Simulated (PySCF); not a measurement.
## Silver: a sound run and one with changed settings

Sound run: Ag²⁺ [Kr] 4d9, Ag³⁺ [Kr] 4d8. All numbers are calculated (PySCF 2.14, the spin-free X2C one-electron Hamiltonian (Gaussian nucleus), in x2c-TZVPall). In the sound run the correlated levels freeze [Kr]. The sound run starts from symmetry-adapted Hartree-Fock orbitals and uses a fine grid where one is needed.

Changed run: the non-relativistic Hamiltonian (point nucleus). This setting is unsound on purpose.

```
species  method  sound run (hartree)  changed run (hartree)  converged
   Ag²⁺     UHF          -5311.85218            -5121.61983        yes
   Ag²⁺  r2SCAN          -5314.30770            -5124.31123        yes
   Ag²⁺   B3LYP          -5314.36109            -5124.36474        yes
   Ag²⁺     MP2          -5312.06719            -5121.83242        yes
   Ag³⁺     UHF          -5310.64093            -5120.38184        yes
   Ag³⁺  r2SCAN          -5313.03294            -5123.01157        yes
   Ag³⁺   B3LYP          -5313.07272            -5123.05261        yes
   Ag³⁺     MP2          -5310.80389            -5120.54292        yes
```

Ionisation energy of Ag²⁺:

```tsv
method	sound run (eV)	changed run (eV)
UHF	32.960	33.687
r2SCAN	34.688	35.366
B3LYP	35.058	35.705
MP2	34.376	35.089
SCS-MP2	34.271	34.982
```

Most of the change in total energy is the relativistic energy itself. On top of that the contraction fixes the core shape for the Hamiltonian it was made with, so the changed run is not a good calculation with the other Hamiltonian either.

For comparison, NIST gives 34.8 ± 0.3 eV between the lowest levels.
